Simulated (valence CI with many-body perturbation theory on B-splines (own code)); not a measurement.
**Ho³⁴⁺ in brief**

Level of theory: valence CI with perturbative core correlation (CI+MBPT): five valence electrons over a frozen Dirac-Fock core [Ar] 3d10, a basis of 9 s, 9 p, 8 d, 6 f, 3 g, 1 h functions for each j, with the one-electron correlation potential Σ1, the two-electron term Σ2, the three-electron term Σ3, Breit, model QED; selected CI, second order for the rest (own B-spline code, finite nucleus).

The last digits are not significant, and no measured levels were compared; by estimate large intervals hold to a few tenths of a per cent, small ones and those within an open d or f shell to about a per cent. Among the levels kept, up to 300 cm⁻¹ of a level comes from second order outside the variational space, and about a tenth of that is noise between levels of different J, which matters for small intervals.

Levels are named by their leading jj configuration (3d3/2^4 stands for four electrons in 3d with j = 3/2), which in mixed levels can hold well under half, so a name can repeat and another be missing.

Rates and lifetimes use the calculated energies. Strong lines usually hold to 10 to 20 %, long lifetimes can be off by a factor of two.

Question: What is the ground level?

Answer: (4s^2 4p1/2^2 4p3/2) J=3/2, composition 45 % 4s2 4p3 2P° + 29 % 4s2 4p3 4S° + 26 % 4s2 4p3 2D°, g = 1.386.

Question: Where does the other parity begin?

Answer: At (4s^2 4p1/2^2 4d3/2) J=3/2, 128.12 eV.

Question: Name the longest-lived excited levels whose lifetime is computed, and their main decay.

Answer: (4s^2 4p1/2 4p3/2^2) J=5/2 at 55.04 eV lives 3.72 μs, mostly by M1 to (4s^2 4p1/2^2 4p3/2) J=3/2; (4s^2 4p1/2 4p3/2^2) J=1/2 at 60.93 eV lives 1.01 μs, mostly by M1 to (4s^2 4p1/2^2 4p3/2) J=3/2; (4s^2 4p1/2 4p3/2^2) J=3/2 at 50.34 eV lives 747 ns, mostly by M1 to (4s^2 4p1/2^2 4p3/2) J=3/2. The lifetime of (4s^2 4p1/2 4p3/2 4d5/2) J=9/2 is too uncertain to give, and may be longer.

Question: What is the ionisation energy?

Answer: 1444.3 eV; NIST lists 1443 ± 5 eV (theoretical).

Question: Among levels below 281.33 eV, which E1 lines absorb most strongly from the ground level?

Answer: to (4s^2 4p1/2 4p3/2 4d3/2) J=5/2 at 6.334 nm, f = 0.691; to (4s^2 4p1/2 4p3/2 4d3/2) J=3/2 at 6.315 nm, f = 0.620; to (4s^2 4p1/2^2 4d5/2) J=5/2 at 8.360 nm, f = 0.278.

Question: What are the static dipole polarisabilities of the lowest levels?

Answer: (4s^2 4p1/2^2 4p3/2) J=3/2 0.0614 (tensor 0.0041); (4s^2 4p1/2 4p3/2^2) J=3/2 0.0682 (tensor 0.00078); (4s^2 4p1/2 4p3/2^2) J=5/2 0.0679; (4s^2 4p1/2 4p3/2^2) J=1/2 0.0678 bohr³, of which the core gives 0.00352.

Question: How well does LS coupling describe the low levels?

Answer: Among the lowest 20 levels the leading LS term, summed over configurations, holds 54 % on average. For single configurations the figures are 50 % in LS and 85 % in jj coupling. Terms mix most in the J = 3/2 level at 178.14 eV, where the leading one holds 26 %.
